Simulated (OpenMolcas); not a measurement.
A run on Ar2+.

```json
{
 "Program": "OpenMolcas",
 "Method": "SS-RASPT2, IPEA 0.25 Eh, imaginary shift 0.1 Eh (closed shells correlated: 2s 2p 3s)",
 "Basis": "ANO-RCC [8s7p5d4f2g]",
 "Scalar Hamiltonian": "DKH2, point nucleus",
 "Active space": "4 electrons in 9 orbitals (RAS2 3p; RAS3 3d 4s, at most 1 electron)",
 "State averaging": "2S+1 = 3 even, 3 roots; 2S+1 = 1 even, 6 roots; 2S+1 = 5 odd, 6 roots; 2S+1 = 3 odd, 54 roots; 2S+1 = 1 odd, 48 roots",
 "Spin-orbit coupling": "state interaction with AMFI integrals over the reference wave functions, term energies averaged over their components"
}
```

First CASPT2 step and the start of its output:

```
&CASPT2
Multistate=3 1 2 3
Frozen=1 0
IPEA=0.25
Imaginary=0.1
MaxIter=60
WThr=0.0 0.3 0.05
PrWF=0.5
NoMix
```

```
--- CASPT2 ---
Orbital specifications:
      -----------------------

      Symmetry species                           1   2
                                                ag  au
      Frozen orbitals                            1   0
      Inactive orbitals                          2   3
      Active orbitals                            6   3
      Secondary orbitals                        42  43
      Deleted orbitals                           0   0
      Number of basis functions                 51  49
Type of calculation                        MS-CASPT2
      Fock operator                              state-specific
      IPEA shift                                 0.25
      Real shift                                 0.00
      Imaginary shift                            0.10
      The input orbitals will be transformed to quasi-canonical
Reference energy:        -527.1141403216
      E2 (Non-variational):      -0.2922170265
      Shift correction:          -0.0000974834
      E2 (Variational):          -0.2923145099
      Total energy:            -527.4064548315
      Residual norm:              0.0000008320
      Reference weight:           0.96602
      Contributions to the CASPT2 correlation energy
      Active & Virtual Only:         -0.0313699774
      One Inactive Excited:          -0.1095611535
      Two Inactive Excited:          -0.1512858956
Reference energy:        -527.1141403216
      E2 (Non-variational):      -0.2922170265
      Shift correction:          -0.0000974834
      E2 (Variational):          -0.2923145099
      Total energy:            -527.4064548315
      Residual norm:              0.0000008320
      Reference weight:           0.96602
      Contributions to the CASPT2 correlation energy
      Active & Virtual Only:         -0.0313699774
...
```

Over all roots the printed reference weights run from 0.53 to 0.97, and roots that are degenerate in the reference spread by up to 680 cm-1.

Task: Did the run give usable levels, and if not, why?

Result: No. The equations converged, but the reference weight falls to 0.53 for at least one root against 0.97 for the best. A drop of that size marks an intruder state, so the energies of such roots and the levels built on them can't be trusted.
